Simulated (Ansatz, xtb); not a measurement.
Spectroscopic constants of RhCl, multiplicity 3 (lowest of 2S+1 = 1, 3, 5 at CCSD(T)/def2-TZVPP on PBE0 minima; our sources give no spin for the ground state, which may be another). No spin–orbit coupling.

Seven points along R, fitted to fifth degree in 1/R; most abundant isotopes. In def2 and cc sets the state is the lowest found near the PBE0 minimum, followed along R.

Correlated levels freeze the inner cores; with def2 sets outer-core shells near the valence are correlated too.

Run with Ansatz (Gaussian orbitals); xtb for the GFN methods. Each number belongs to the level named beside it. In def2 rows elements past Kr take small-core potentials, without spin–orbit coupling. The GFN methods have no spin term and hold the electronic entropy of 300 K.

```tsv
level	r_e (Å)	ω_e (cm⁻¹)	ω_e x_e (cm⁻¹)	dipole (D)
GFN1-xTB	2.178	375	1.3	-
PBE/def2-TZVPP	2.207	363	1.4	3.73
r2SCAN/def2-TZVPP	2.243	365	1.3	4.64
B3LYP/def2-TZVPP	2.276	349	1.2	4.83
PBE0/def2-TZVPP	2.253	361	1.3	5.00
wB97X-V/def2-TZVPP	2.270	…	1.1	5.51
wB97M-V/def2-TZVPP	2.277	354	1.1	5.44
B2PLYP/def2-TZVPP	…	…	1.2	-
```

Problem. What belongs in the gaps?

Solution. 
- B2PLYP/def2-TZVPP, r_e (Å): 2.264
- B2PLYP/def2-TZVPP, ω_e (cm⁻¹): 357
- wB97X-V/def2-TZVPP, ω_e (cm⁻¹): 359

Ansatz is a program for electronic structure.
